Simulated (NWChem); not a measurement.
Molecule: MoH$_{5}$Cl; SMILES [MoH5][Cl]

Program: NWChem. Structure relaxed at the PBE0/def2-SVP level. def2 effective core potentials on Mo; no spin-orbit coupling. Ions are spin-unrestricted doublets at the neutral geometry; other ion states weren't tried.

| level | vertical ionisation energy, ΔSCF (eV) | −ε(HOMO) (eV) | ΔSCF minus −ε(HOMO) (eV) |
|---|---|---|---|
| B3LYP/def2-SVP | 10.16 | 7.80 | 2.36 |
| PBE/def2-SVP | 9.88 | 6.73 | 3.15 |
| LDA (Slater exchange, VWN5)/def2-SVP | 9.99 | 6.78 | 3.21 |
| Hartree-Fock/def2-SVP | 9.93 | 11.14 | -1.21 |
| PBE0/def2-SVP | 10.17 | 8.03 | 2.14 |
